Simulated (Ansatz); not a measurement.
C3H7AlCl2, SMILES `C[CH](C)[Al]([Cl])[Cl]`, relaxed with RKS PBE-D4/def2-SVP in Ansatz from a rough embedded geometry. The force threshold is 0.03 eV/Å; the program also tests the step.

The species carries charge 0 and has multiplicity 1.

Start:

```xyz
13

C     1.298    0.322    0.574
C    -0.121    0.458    0.095
C    -0.135    0.401   -1.406
Al   -1.248   -1.000    0.824
Cl   -3.045   -0.395    2.090
Cl   -0.828   -3.109    0.512
H     1.957    1.128    0.217
H     1.333    0.398    1.731
H     1.738   -0.695    0.363
H    -0.548    1.415    0.405
H    -1.178    0.488   -1.811
H     0.505    1.170   -1.869
H     0.272   -0.581   -1.725
```

(1) How much energy does the relaxation release, and in how many steps? (Estimate.)

(2) Which bonds change most? (Estimate.)

(3) Give the relaxed structure. (Best estimate.)

Results:

(1) The calculation gave: 35.84 kJ/mol, in 4 steps.

(2) The calculation gave: Al4–Cl5 from 2.280 to 2.117 Å; Al4–Cl6 from 2.173 to 2.118 Å; C1–H8 from 1.160 to 1.110 Å; C2–C3 from 1.503 to 1.540 Å.

(3) Computed: 
```xyz
13

C     1.311    0.312    0.648
C    -0.122    0.431    0.097
C    -0.149    0.374   -1.441
Al   -1.287   -0.954    0.872
Cl   -2.988   -0.506    2.049
Cl   -0.866   -3.005    0.549
H     1.969    1.097    0.213
H     1.356    0.425    1.751
H     1.769   -0.668    0.394
H    -0.553    1.403    0.428
H    -1.167    0.531   -1.857
H     0.506    1.162   -1.878
H     0.221   -0.601   -1.824
```
